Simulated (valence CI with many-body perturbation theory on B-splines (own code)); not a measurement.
Values are calculated unless marked as measured or tabulated.
# Level structure of Ta XXIV

Method: configuration interaction combined with many-body perturbation theory (CI+MBPT): four valence electrons over a frozen Dirac-Fock core [Kr] 4d10, a basis of 8 s, 8 p, 9 d, 9 f, 6 g, 3 h, 2 i functions for each j, with the one-electron correlation potential Σ1 (screened to all orders), the two-electron term Σ2, the three-electron term Σ3, Breit, model QED; selected single and double excitations, second order for the rest (own B-spline code, finite nucleus).

No measured levels were compared; by estimate terms of the open shell hold to a few per cent of their energy, and close levels can change places. Core correlation moves these levels by up to 3700 cm⁻¹, and in measured spectra 5 to 20 % of such shifts remained as error; rates that hang on mixing are uncertain with them. Only levels of the ground parity were solved; by the run's estimate the other parity begins above the list, which can be wrong where configurations are misplaced.

Levels 46 to 63 of 63, with energies above the lowest level, 4f⁴ ⁵I_4. "Leading %" is the weight of the configuration and term that name the level; weights of strongly mixed levels are sums over their largest components and can fall short. In the jj column 3d3/2^4 stands for four electrons in 3d with j = 3/2.

```
No.  Configuration  Term  J  E (eV)  Leading %              Leading jj      g  Second component
 46            4f⁴    ³L  9  12.518         57    4f5/2 4f7/2^3 (96 %)  1.066       43 % 4f⁴ ³M
 47            4f⁴    ³F  2  12.527         39    4f5/2 4f7/2^3 (73 %)  1.143       32 % 4f⁴ ³P
 48            4f⁴    ³G  5  12.531         46    4f5/2 4f7/2^3 (58 %)  1.118       19 % 4f⁴ ³I
 49            4f⁴    ³F  3  12.670         51    4f5/2 4f7/2^3 (45 %)  1.243       39 % 4f⁴ ⁵D
 50            4f⁴    ⁵D  4  13.075         42  4f5/2^2 4f7/2^2 (77 %)  1.147       35 % 4f⁴ ³H
 51            4f⁴    ³F  3  13.213         67    4f5/2 4f7/2^3 (65 %)  1.116       12 % 4f⁴ ³D
 52            4f⁴    ¹I  6  13.238         34    4f5/2 4f7/2^3 (40 %)  1.053       33 % 4f⁴ ³H
 53            4f⁴    ³H  5  13.718         73  4f5/2^2 4f7/2^2 (79 %)  1.059       18 % 4f⁴ ³G
 54            4f⁴    ¹L  8  14.016         40          4f7/2^4 (66 %)  1.024       28 % 4f⁴ ³K
 55            4f⁴    ¹G  4  14.100         51    4f5/2 4f7/2^3 (58 %)  1.032       25 % 4f⁴ ³F
 56            4f⁴    ³G  5  14.665         51    4f5/2 4f7/2^3 (40 %)  1.092       20 % 4f⁴ ³H
 57            4f⁴    ³G  3  14.811         67  4f5/2^2 4f7/2^2 (61 %)  0.891       21 % 4f⁴ ³F
 58            4f⁴    ³G  4  14.834         46  4f5/2^2 4f7/2^2 (51 %)  1.102       39 % 4f⁴ ³F
 59            4f⁴    ¹K  7  14.926         67    4f5/2 4f7/2^3 (80 %)  1.030       25 % 4f⁴ ³I
 60            4f⁴    ³K  6  14.984         55  4f5/2^2 4f7/2^2 (42 %)  0.953       17 % 4f⁴ ³H
 61            4f⁴    ¹D  2  15.116         56    4f5/2 4f7/2^3 (58 %)  1.009       23 % 4f⁴ ³D
 62            4f⁴    ³H  4  15.273         57  4f5/2^2 4f7/2^2 (40 %)  0.923       26 % 4f⁴ ¹G
 63            4f⁴    ³H  6  15.547         47    4f5/2 4f7/2^3 (64 %)  1.082       40 % 4f⁴ ¹I
```

Names give the largest LS component (configuration and term), which can be under half, so a name can repeat, a term be missing and a line seem to break the LS rules; names also repeat where a configuration has a term twice.

Where two levels of one J and parity lie close, their mixing, g and order are uncertain.
